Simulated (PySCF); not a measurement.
# NMR data sheet: 3-chlorophenol

```yaml
Formula: C6H5ClO
SMILES: Oc1cccc(Cl)c1
Point_group_of_the_computed_structure: Cs
Degrees_of_unsaturation: 4
Carbon_signals: 6
Proton_signals: 5
```

Numbering as in the mapped SMILES `[OH:1][c:2]1[cH:3][cH:4][cH:5][c:6]([Cl:7])[cH:8]1`. Hydrogens are named by the atom that carries them.

PySCF 2.14.0 with density-fitted response routines calculation with PBE0/pcSseg-1 with gauge-including orbitals and coordinates at the GFN2-xTB level; gas phase, no relativistic terms, a single conformation.

Shifts are taken against calculated references (same method and geometry level): $^{1}$H, $^{13}$C vs TMS; $^{17}$O vs H2O.

| carbon | δC, type | δH (multiplicity) | HMBC from (2–3 bonds) | span of the C tensor (ppm) |
| --- | --- | --- | --- | --- |
| C2 | 164.2, C | – | H(C4), H(C3), H(C8) | 186 |
| C3 | 117.9, CH | 7.00 (d) | H(C4), H(C5), H(C8) | 186 |
| C4 | 136.4, CH | 7.51 (m) | H(C5), H(C3) | 233 |
| C5 | 125.8, CH | 7.08 (d) | H(C4), H(C3), H(C8) | 193 |
| C6 | 146.2, C | – | H(C4), H(C5), H(C8) | 182 |
| C8 | 118.8, CH | 6.71 (s) | H(C5), H(C3) | 148 |

Other nuclei:
```
atoms   nucleus                       environment  δ (ppm)  σ (ppm)
H(O1)   $^{1}$H  hydrogen on a phenol-type oxygen     4.35    27.36
   O1  $^{17}$O                phenol-type oxygen    126.9    209.2
```

1. Carbon types of the structure: 2 × C, 4 × CH, leaving 1 H on heteroatoms.
2. δC 164.2: aromatic carbon bearing oxygen; an ipso carbon deshielded by its heteroatom.
3. δC 146.2: aromatic carbon bearing chlorine.
4. δC 136.4, 125.8, 118.8, 117.9: aromatic CH.
5. δH 7.51, 7.08, 7.00, 6.71: hydrogen on an aromatic CH.
6. δH 4.35: hydrogen on a phenol-type oxygen; exchangeable; this is the value without hydrogen bonding to other molecules.

OH and NH positions are those of a molecule without intermolecular hydrogen bonds; in solution they move with solvent, concentration and temperature, and exchange usually removes their couplings. Carbons that carry Cl, above all several Cl atoms, come out too deshielded, partly because spin–orbit coupling is missing. Shifts are as computed. Against solution values, carbons near 30 ppm lie about +3 ppm off and those near 130 ppm about +5 ppm; carbons on Cl a further +6 ppm. Of 1211 compounds with measured shifts, 218 miss one by over three times the rms of a fit or turn the order of signals round; such compounds aren't used in these exercises. Experimental scales use liquid or dissolved standards, which lie at an offset from isolated H2O (liquid H2O: subtract about 36 ppm). No couplings were computed; multiplicities are counted from neighbouring protons, with m where these are inequivalent, close in shift, in a saturated or five-membered ring or joined by F or P, and br s for small geminal =CH2 splittings.
